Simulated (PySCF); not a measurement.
# Polarisability and C₆ of Ir⁻ (iridium, charge -1)

[Xe] 4f14 5d8 6s2, high-spin 3F determinant. Computed with PySCF 2.14 in def2-QZVPPD with the def2 core potential (60 electrons) (7s5p4d4f2g, 88 functions), with a scalar-relativistic core potential. Coupled (time-dependent) response in atomic units; α is the mean over directions.

```tsv
method	mean α (bohr³)	C₆ (like pair)	S(−4)
UHF	248.6	2896	303700
```

S(−4) is the Cauchy moment in α(ω) = α(0) + S(−4) ω² + …

Spin-orbit coupling is absent.

α(iu) at UHF:

| u (hartree) | α(iu) (bohr³) |
| --- | --- |
| 0 | 248.6 |
| 0.0500 | 130.5 |
| 0.100 | 87.51 |
| 0.200 | 46.01 |
| 0.300 | 29.34 |
| 0.500 | 16.34 |
| 0.750 | 10.17 |
| 1.00 | 7.178 |
| 1.50 | 4.247 |
| 2.00 | 2.834 |
| 3.00 | 1.521 |
| 5.00 | 0.6381 |

For an ion, C₆ is the dispersion term alone; charge-induced terms of lower order in 1/R come first.

Energies and moments cover only the electrons outside the core potential. Spin-orbit coupling, absent here, splits the open shell strongly.
